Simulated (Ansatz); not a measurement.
Z-matrix (Å, degrees):
```
Sn
O 1 1.9759
H 2 0.9631 1 112.35
H 1 1.6976 2 102.66 3 179.84
H 1 1.7094 4 112.93 2 -116.56
H 1 1.7094 4 112.94 5 -126.88
```
Charge 0, multiplicity 1.

Level of theory: frozen-core CCSD(T)/def2-TZVPP // r2SCAN-D4/def2-TZVP in Ansatz (a first-principles code).

```json
{
 "HF energy": "-290.56618 Ha",
 "MP2 correlation energy": "-0.58630 Ha"
}
```

### Question
Estimate the CCSD correlation energy, the (T) correction, the total energy and the T1 diagnostic.

### Answer

```json
{
 "CCSD correlation energy": "-0.59784 Ha",
 "(T) correction": "-0.01764 Ha",
 "CCSD(T) total energy": "-291.18166 Ha",
 "T1 diagnostic": "0.014"
}
```
